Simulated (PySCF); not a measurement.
Structure with atom numbers: `[CH3:1][C:2](=[O:3])[CH2:4][P:5]([CH3:6])[CH3:7]`. Hydrogens are named by the atom that carries them.

Calculated, not measured (PySCF 2.14.0 with density-fitted response routines): GFN2-xTB structure, PBE0/pcSseg-1 with gauge-including orbitals. One averaged value for each set of equivalent atoms, non-relativistic Hamiltonian, gas phase, a single conformation.

List the cross peaks expected in HSQC, COSY and HMBC spectra.

Answers



HSQC (one-bond C–H):
```csv
δH,δC
2.46 (H(C4)),54.9 (C4)
2.29 (H(C1)),31.9 (C1)
1.04 (H(C6)/H(C7)),18.4 (C6/C7)
```

HMBC (two and three bonds, from the bond graph):
```csv
δH,δC
2.46 (H(C4)),"209.4 (C2), 31.9 (C1), 18.4 (C6/C7)"
2.29 (H(C1)),"209.4 (C2), 54.9 (C4)"
1.04 (H(C6)/H(C7)),"54.9 (C4), 18.4 (C6/C7)"
```

No COSY cross peaks are expected.

δ = σ(ref) − σ, references computed at the same level: TMS for 1H, 13C.

Short H···H contacts in this conformer between protons four or more bonds apart (candidates for NOE cross peaks, intensity ∝ r⁻⁶): H(C4)···H(C6) 2.50 Å, H(C1)···H(C4) 2.55 Å.

Shifts are as computed. Against solution values, carbons near 30 ppm lie about +3 ppm off and those near 130 ppm about +5 ppm. Of 1211 compounds with measured shifts, 218 miss one by over three times the rms of a fit or turn the order of signals round; such compounds aren't used in these exercises.
